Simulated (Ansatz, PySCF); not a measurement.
Molecule: CBr$_{2}$, net charge 0, singlet state. 
Geometry from a B3LYP-D3(BJ)/def2-TZVP (Ansatz, an electronic-structure program) optimisation:
SMILES: Br[C]Br
```xyz
3

C      0.0657    -0.0511     0.9940
Br     0.8365     1.3172    -0.0734
Br    -0.8477    -1.3085    -0.0970
```
Charge 0, spin multiplicity 1.

Quantity: atomisation energy (electronic, to ground-state atoms), in eV. Correlated levels leave the core frozen unless marked. Open shells are spin-unrestricted. No spin-orbit coupling. The frozen core is the preceding noble-gas configuration, with the filled d and f shells of earlier blocks. Non-relativistic. The coupled-cluster limit lacks core correlation, which all-electron functionals hold. Basis-set limits of correlation are two-point, X^-3; Hartree-Fock from the larger set.

The Hartree-Fock reference is unstable (checked in the largest basis), which strains HF and MP2. The T1 diagnostic of CCSD in the largest basis is 0.025, which is high, so the coupled-cluster rows are less sure than usual.

```json
[
 {"level": "PBE/def2-TZVPD", "program": "Ansatz", "atomisation energy (eV)": "?"},
 {"level": "B97M-V/def2-TZVPD", "program": "Ansatz", "atomisation energy (eV)": "6.63"},
 {"level": "MN15-D3(BJ)/def2-TZVPD", "program": "PySCF + dftd3", "atomisation energy (eV)": "6.35"},
 {"level": "B2PLYP-D4/def2-TZVPD", "program": "Ansatz + dftd4", "atomisation energy (eV)": "?"},
 {"level": "SCS-MP2/aug-cc-pVDZ", "program": "Ansatz", "atomisation energy (eV)": "5.67"},
 {"level": "SCS-MP2/cc-pVDZ", "program": "Ansatz", "atomisation energy (eV)": "5.43"},
 {"level": "CCSD(T)/CBS(cc-pVTZ,cc-pVQZ)", "program": "Ansatz", "atomisation energy (eV)": "6.43"}
]
```

Question: Some entries are withheld; supply them.

Answer: 
- PBE/def2-TZVPD, atomisation energy (eV): 7.32
- B2PLYP-D4/def2-TZVPD, atomisation energy (eV): 6.37
